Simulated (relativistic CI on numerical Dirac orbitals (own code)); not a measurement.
# Rh⁺: M2,3 absorption edge

Computed with this model: Dirac-Coulomb-Breit CI, KLI orbitals optimised for each configuration, model QED (radiative potential, 1s self-energy scaled to tabulated hydrogen-like ionisation energies), multiplet model of core-to-valence dipole absorption, unscaled Slater integrals; configurations [Kr] 4d8 → [Ne] 3s2 3p5 3d10 4s2 4p6 4d9; 300 K; Lorentzian 2 eV and Gaussian 0.4 eV FWHM. Energies are those of the free ion, without screening or charge transfer. The branching ratio is the share of the lower-energy edge in the whole absorption, uncertain by about 0.02 where the edges overlap. S is read from ⟨S²⟩ = S(S + 1).

Field parameters in Wybourne normalisation: Oh B⁴₀ = 21Dq, B⁴₄ = √(5/14) B⁴₀. The field is a parameter set, without covalency.

Computed curve for Oh, 10Dq = 20750 cm⁻¹, scaled to 100 at the maximum (points under 2 are left out and the grid is thinned):

```tsv
Energy (eV)	Intensity
492.25	2.0
492.75	2.3
493.00	2.5
493.50	2.9
493.75	3.1
494.25	3.7
494.50	4.1
495.00	5.0
495.25	5.6
495.75	7.0
496.25	9.2
496.50	10.6
497.00	14.6
497.25	17.4
497.75	26.0
498.00	32.4
498.50	52.2
499.00	80.9
499.25	93.6
499.75	97.6
500.00	87.7
500.50	59.8
500.75	47.6
501.25	30.2
501.50	24.5
502.00	16.9
502.50	12.2
502.75	10.5
503.25	8.0
503.50	7.0
504.00	5.5
504.25	5.0
504.75	4.1
505.00	3.7
505.50	3.1
506.00	2.7
506.25	2.5
506.75	2.2
507.00	2.1
521.25	2.4
521.50	2.7
522.00	3.5
522.25	4.0
522.75	5.6
523.25	8.2
523.50	10.1
524.00	16.2
524.25	20.6
524.75	30.0
525.00	32.3
525.50	27.8
526.00	18.2
526.25	14.3
526.75	9.0
527.00	7.3
527.50	5.0
527.75	4.3
528.25	3.2
528.50	2.8
529.00	2.2
```

The ground state has S = 1.00, and the centroid lies at 505.60 eV.
